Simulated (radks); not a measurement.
Ag II, 46 electrons, occupied as [Kr] 4d10.

All-electron calculation, Dirac Kohn-Sham, BLYP, spin-unpolarised, spherical densities, finite nucleus; Fermi nuclear charge, rms radius 4.5454 fm. Program: a radial shooting solver on a logarithmic mesh with Libxc functionals.

Energy parts (eV):
part                       energy
total                 -144694.519
kinetic                151427.440
electron-nucleus      -350507.927
Hartree                 58463.301
exchange-correlation    -4077.333

Orbitals (lengths in bohr, moments of r in powers of bohr; <r^-3> diverges for s and p1/2):
[
 {"orbital": "1s1/2", "occ.": "2", "eigenvalue (eV)": "-25326.82", "<r>": "0.03111", "<r^2>": "0.001308", "<r^-3>": "-", "<r^4>": "4.450e-06"},
 {"orbital": "2s1/2", "occ.": "2", "eigenvalue (eV)": "-3735.014", "<r>": "0.1345", "<r^2>": "0.02140", "<r^-3>": "-", "<r^4>": "0.0007900"},
 {"orbital": "2p1/2", "occ.": "2", "eigenvalue (eV)": "-3471.949", "<r>": "0.1141", "<r^2>": "0.01599", "<r^-3>": "-", "<r^4>": "0.0005144"},
 {"orbital": "2p3/2", "occ.": "4", "eigenvalue (eV)": "-3296.526", "<r>": "0.1192", "<r^2>": "0.01732", "<r^-3>": "3496", "<r^4>": "0.0005931"},
 {"orbital": "3s1/2", "occ.": "2", "eigenvalue (eV)": "-691.1474", "<r>": "0.3684", "<r^2>": "0.1554", "<r^-3>": "-", "<r^4>": "0.03706"},
 {"orbital": "3p1/2", "occ.": "2", "eigenvalue (eV)": "-586.4793", "<r>": "0.3601", "<r^2>": "0.1508", "<r^-3>": "-", "<r^4>": "0.03671"},
 {"orbital": "3p3/2", "occ.": "4", "eigenvalue (eV)": "-555.5294", "<r>": "0.3710", "<r^2>": "0.1599", "<r^-3>": "627.3", "<r^4>": "0.04113"},
 {"orbital": "3d3/2", "occ.": "4", "eigenvalue (eV)": "-370.0783", "<r>": "0.3438", "<r^2>": "0.1410", "<r^-3>": "96.38", "<r^4>": "0.03730"},
 {"orbital": "3d5/2", "occ.": "6", "eigenvalue (eV)": "-363.8448", "<r>": "0.3473", "<r^2>": "0.1437", "<r^-3>": "90.72", "<r^4>": "0.03867"},
 {"orbital": "4s1/2", "occ.": "2", "eigenvalue (eV)": "-103.1731", "<r>": "0.9119", "<r^2>": "0.9432", "<r^-3>": "-", "<r^4>": "1.345"},
 {"orbital": "4p1/2", "occ.": "2", "eigenvalue (eV)": "-70.2491", "<r>": "0.9794", "<r^2>": "1.101", "<r^-3>": "-", "<r^4>": "1.927"},
 {"orbital": "4p3/2", "occ.": "4", "eigenvalue (eV)": "-65.1417", "<r>": "1.011", "<r^2>": "1.174", "<r^-3>": "103.3", "<r^4>": "2.201"},
 {"orbital": "4d3/2", "occ.": "4", "eigenvalue (eV)": "-15.9263", "<r>": "1.379", "<r^2>": "2.335", "<r^-3>": "9.065", "<r^4>": "11.58"},
 {"orbital": "4d5/2", "occ.": "6", "eigenvalue (eV)": "-15.3592", "<r>": "1.402", "<r^2>": "2.416", "<r^-3>": "8.381", "<r^4>": "12.49"},
 {"orbital": "5s1/2", "occ.": "0", "eigenvalue (eV)": "-11.4694", "<r>": "2.831", "<r^2>": "9.133", "<r^-3>": "-", "<r^4>": "132.8"},
 {"orbital": "5p1/2", "occ.": "0", "eigenvalue (eV)": "-6.6726", "<r>": "3.627", "<r^2>": "15.11", "<r^-3>": "-", "<r^4>": "377.6"},
 {"orbital": "5p3/2", "occ.": "0", "eigenvalue (eV)": "-6.4108", "<r>": "3.741", "<r^2>": "16.06", "<r^-3>": "5.312", "<r^4>": "424.5"}
]

The highest occupied level is 4d5/2 at -15.359 eV. Summed over all electrons, <r^2> = 35.45 bohr^2, which gives a Langevin (diamagnetic) susceptibility term of -28.1 x 10^-6 cm^3/mol. The electron density at the nucleus is 1.457e+05 e/bohr^3. The density falls to 0.001 e/bohr^3 at r = 3.61 bohr.
